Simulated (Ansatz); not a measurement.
**Counterpoise correction, worked out**

The pair of H3O⁺ (SMILES [OH3+], atoms 1–4) and H2 (SMILES [H][H], atoms 5–6), both closed shells, in one local arrangement (a lower one may exist), relaxed at PBE0-D4/def2-TZVP:

```json
{"atom": "O1", "x (Å)": "-0.1435", "y (Å)": "0.1335", "z (Å)": "-0.8607"}
{"atom": "H2", "x (Å)": "-0.0407", "y (Å)": "0.0596", "z (Å)": "0.1377"}
{"atom": "H3", "x (Å)": "-0.5916", "y (Å)": "-0.6326", "z (Å)": "-1.2659"}
{"atom": "H4", "x (Å)": "0.6824", "y (Å)": "0.3706", "z (Å)": "-1.3229"}
{"atom": "H5", "x (Å)": "-0.1894", "y (Å)": "0.3305", "z (Å)": "1.6743"}
{"atom": "H6", "x (Å)": "0.2829", "y (Å)": "-0.2616", "z (Å)": "1.6376"}
```

Computed with Ansatz 0.2.0 (basis: def2-TZVPPD); correlated methods freeze the cores.

MP2 total energies in eV:

| system | geometry | basis functions | energy |
| --- | --- | --- | --- |
| pair | pair | all | -2116.29259 |
| H3O⁺ | as in the pair | all (partner as ghosts) | -2084.35419 |
| H2 | as in the pair | all (partner as ghosts) | -31.69136 |
| H3O⁺ | as in the pair | its own | -2084.34713 |
| H2 | as in the pair | its own | -31.68718 |
| H3O⁺ | free (PBE0-D4 minimum) | its own | -2084.36883 |
| H2 | free (PBE0-D4 minimum) | its own | -31.69371 |

Q: Work out the interaction energy with and without the counterpoise correction, the superposition error, and the binding energy from the relaxed fragments.

A: Without correction: -2116.29259 − (-2084.34713) − (-31.68718) = -0.25828 eV.
With correction (each fragment in the whole basis): -2116.29259 − (-2084.35419) − (-31.69136) = -0.24704 eV = -5.70 kcal/mol.
The superposition error is the difference, 0.01124 eV, 4 % of the uncorrected value: each fragment borrows its partner's functions.
Deformation from the free shapes: 0.02170 eV for H3O⁺ and 0.00653 eV for H2.
Binding energy from relaxed fragments: -0.24704 + 0.02170 + 0.00653 = -0.21881 eV = -5.05 kcal/mol (electronic, without zero-point energy; negative means bound). For comparison, the corrected interaction energy by CCSD(T) at an estimated basis limit (MP2 extrapolated from triple and quadruple zeta, plus CCSD(T) − MP2 in triple zeta) is -0.256 eV.

No T1 diagnostic of these runs exceeds 0.007.

For scale, one of the runs: CCSD(T)/def2-TZVPPD, 125 basis functions, launched by `ansatz run in.yaml --threads 2 --pin off --events-out ev --progress --plain --max-ram 5222MiB`. The run took about 3.1 s on 2 CPU threads of an Arm Neoverse V1 (shared host).
